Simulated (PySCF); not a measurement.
## `InChI=1S/C3H9BSi/c1-3-2-5(3)4/h3,5H,2,4H2,1H3/t3-,5+/m0/s1`

Geometry:
| atom | x (Å) | y (Å) | z (Å) |
| --- | --- | --- | --- |
| B1 | 1.806 | -1.340 | 0.735 |
| Si2 | 1.107 | 0.419 | 0.604 |
| C3 | -0.745 | 0.765 | 0.987 |
| C4 | -0.459 | 0.785 | -0.476 |
| C5 | -1.068 | -0.282 | -1.343 |
| H6 | 2.941 | -1.513 | 0.970 |
| H7 | 1.141 | -2.292 | 0.583 |
| H8 | 1.808 | 1.703 | 0.755 |
| H9 | -1.007 | 1.703 | 1.452 |
| H10 | -1.350 | -0.056 | 1.345 |
| H11 | -0.484 | 1.767 | -0.935 |
| H12 | -0.548 | -0.357 | -2.297 |
| H13 | -1.028 | -1.251 | -0.852 |
| H14 | -2.116 | -0.052 | -1.549 |

Method: TDDFT PBE0/def2-SVPD circular dichroism and optical rotation, one conformer, gas phase (PySCF). Geometry: GFN2-xTB.

States above about 6.6 eV (minus the energy of the highest occupied orbital) lie near or above the ionisation threshold and depend on the basis.

(1) Draw the ECD and absorption spectra from the lowest 8 states, each a Gaussian of half-width 0.2 eV at 1/e height.

Answers

(1) 
```
E (eV)  λ (nm)  Δε (L mol⁻¹ cm⁻¹)  ε (L mol⁻¹ cm⁻¹)
  3.31     375              +0.01              33.9
  3.46     359              +0.35               822
  3.61     344              +2.72              6470
  3.76     330              +6.94             16500
  3.91     317              +5.75             13700
  4.06     306              +1.54              3690
  4.21     295              +0.07               428
  4.36     285              -0.33               565
  4.51     275              -0.53               947
  4.66     266              +0.30               543
  4.81     258              +4.09               225
  4.96     250              +9.17               296
  5.11     243              +6.58               208
  5.26     236              +1.52              48.6
  5.41     229              -0.17              5.85
  5.56     223              -3.13              24.2
  5.71     217             -11.21              87.6
  5.86     212             -12.96               128
  6.01     206              -4.39               261
  6.16     201              +2.92              1200
  6.31     197              +9.62              3760
  6.46     192              +5.92              5660
```
Δε uses R in velocity form, ε uses f in length form. Only the states computed contribute, so the short-wavelength end is incomplete.
